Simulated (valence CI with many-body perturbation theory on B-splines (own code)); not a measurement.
The numbers below are computed, except where a source is named.
**Hyperfine factors and g values of Pt³⁹⁺**

Level of theory: configuration interaction combined with many-body perturbation theory (CI+MBPT): three valence electrons over a frozen Dirac-Fock core [Kr], radial functions for each j: 9 s, 9 p, 10 d, 8 f, 5 g, 3 h, 1 i, with the one-electron correlation potential Σ1, the two-electron term Σ2, the three-electron term Σ3, Breit, model QED; selected CI, second order for the rest (own B-spline code, finite nucleus).

No measured spectrum was set against this ion. As an estimate, large intervals hold to a few tenths of a per cent, small ones and those within an open d or f shell to about a per cent. Only levels of the ground parity were solved; by the run's estimate the other parity begins above the list, which can be wrong where configurations are misplaced.

A/g_I is the dipole constant over the nuclear g factor μ/I (μ in nuclear magnetons, uniformly magnetised nucleus), B/Q the quadrupole constant per barn. Both hold the static response of the core; the bare values leave it out. Large factors of s and p1/2 electrons are usually good to 5 to 10 %; those of open d and f shells near neutrality can be off by tens of per cent, and small factors of p3/2, d and f electrons come from cancelling terms and can be off by a factor of two or in sign, in half-filled shells by more. B is blank for J = 1/2, where it vanishes, and for nearly pure S terms. Energies count from the lowest level.

Levels are named by their leading jj configuration (3d3/2^4 stands for four electrons in 3d with j = 3/2), which in mixed levels can hold well under half, so a name can repeat and another be missing. Letters in brackets count levels of one name in rising energy.

```tsv
Level	E (cm⁻¹)	g	A/g_I (MHz)	A/g_I bare	B/Q (MHz/b)	B/Q bare
(4d3/2^3) J=3/2	0	0.708	34200	33000	-21100	-20500
(4d3/2^2 4d5/2) J=5/2 [a]	168530	1.055	19000	18900	-11200	-10900
(4d3/2^2 4d5/2) J=3/2	188740	1.189	14900	15100	-4550	-4390
(4d3/2^2 4d5/2) J=7/2	202920	1.048	20700	20500	8150	7830
(4d3/2^2 4d5/2) J=9/2	204870	1.043	21400	21200	24300	23300
(4d3/2^2 4d5/2) J=1/2	206510	1.838	-16600	-14400		
(4d3/2^2 4d5/2) J=5/2 [b]	279390	1.268	11800	12200	35700	34400
(4d3/2 4d5/2^2) J=7/2 [a]	368090	1.115	15400	15400	-2060	-2010
(4d3/2 4d5/2^2) J=9/2	383960	1.137	16000	16000	6850	6530
(4d3/2 4d5/2^2) J=3/2 [a]	398460	1.122	18000	18000	-21500	-20700
(4d3/2 4d5/2^2) J=1/2	408340	1.490	-7090	-5930		
(4d3/2 4d5/2^2) J=5/2 [a]	413510	1.278	5340	5860	27400	26500
(4d3/2 4d5/2^2) J=11/2	416600	1.086	18200	18100	45700	44100
(4d3/2 4d5/2^2) J=5/2 [b]	440880	1.099	19300	19200	-9810	-9470
(4d3/2 4d5/2^2) J=7/2 [b]	444830	1.093	18700	18700	9250	8990
(4d3/2 4d5/2^2) J=3/2 [b]	507510	0.906	29900	29200	28100	27200
(4d5/2^3) J=9/2	582080	1.159	13000	13100	3850	3720
(4d5/2^3) J=3/2	626500	1.118	14300	14300	2900	2790
(4d5/2^3) J=5/2	661170	1.165	13000	13200	3670	3550
```

Problem. Take the isotope of mass number 195, with I = 1/2, μ = 0.6073 μN. What is the hyperfine structure of (4d3/2^2 4d5/2) J=9/2?

Solution. From the table A = 26000 MHz. Shifts from the centre of gravity in MHz: F = 4: -71500, F = 5: 58500.
